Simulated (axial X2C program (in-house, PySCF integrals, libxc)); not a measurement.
Estimating the spin–orbit splitting of the π levels of TlCl

All values were computed with an in-house relativistic program for diatomic molecules. Spin-free means the one-electron spin-free X2C Hamiltonian; two-component (2c) means X2C with spin–orbit coupling and atomic mean-field two-electron Coulomb and Gaunt terms, so the difference of the two also holds small scalar two-electron terms. Basis: Tl dyall-cv3z [12s14p10d7f1g], Cl dyall-av3z [9s8p3d2f] (cores contracted in-house); Gaussian nuclei, density fitting, unrestricted open shells. Masses: Tl 204.974 u, Cl 34.969 u.

Hartree–Fock at 2.505 Å, closed shell. Valence p splittings ε(p3/2) − ε(p1/2) of spherical Dirac–Hartree–Fock atoms with fractionally filled p shells: Cl 3p 0.140 eV.

```tsv
filled π level (eV), spin-free	Tl p share	Cl p share
-11.03	0.02	0.94
```

(1) In first order a p shell splits by 3ζ/2 and a π orbital by ζ. Estimate the splitting of each π level from the shares.

The two-component Hartree–Fock calculation gives:

```
ε(ω = 1/2) (eV)  σ share of it  ε(ω = 3/2) (eV)  splitting (eV)  estimate (eV)
        -11.114           0.00          -11.034            0.08           0.09
```

The estimate leaves out the mixing of π1/2 with σ1/2 levels, which pushes the ω = 1/2 spinor up or down, the d and f parts of the orbital, small shares of the strongly split outer-core p shell of a metal, the Gaunt term (absent from the atomic values), and the change of the atomic p orbitals with charge; Löwdin shares depend on the basis.

## Answers

(1) level -11.03 eV: (2/3) × (0.94 × 0.140) = 0.09 eV.
